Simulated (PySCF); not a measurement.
**Excitation energy of Co⁺ by level of theory**

Co⁺ [Ar] 3d8 (3F) → Co⁺ [Ar] 3d7 4s1 (5F), as a difference of total energies. Computed with PySCF 2.14 in aug-cc-pVDZ-DK (7s6p4d2f, 59 functions), with scalar relativity by spin-free X2C-1e. Correlated levels: valence: [Ar] frozen. The calculations carry no spin-orbit coupling.

Task: Order these methods by the excitation energy they give, lowest first.
A. SCS-MP2 (valence)
B. UHF
C. CCSD(T) (valence)
D. CCSD (valence)

Result: B (-11976 cm⁻¹), D (-623.46 cm⁻¹), C (-58.184 cm⁻¹), A (3619.6 cm⁻¹).

Errors of the correlated levels include the incompleteness of this basis and the frozen core.

For comparison: 3457.5 cm⁻¹ (measured; NIST levels, between the centres of gravity of the two terms).
